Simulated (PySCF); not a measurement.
Harmonic spectrum computed at PBE in the def2-TZVP basis family (core potentials from Rb on, PySCF, no spin–orbit coupling):

```
ω (cm⁻¹)  IR (km/mol, summed over degenerate members)  degeneracy
    1022                                          154           1
    1627                                         39.4           2
    3381                                          2.3           1
    3505                                          1.1           2
```

**Question.** Which molecule gave it? In each, all ligands are bound to the one heavy central atom.
A. BH₃ (singlet)
B. CH₃ (doublet)
C. AsH₃ (singlet)
D. NH₃ (singlet)
E. AlH₃ (singlet)

**Answer.** D. It has C3v symmetry with N–H 1.022 Å (×3).
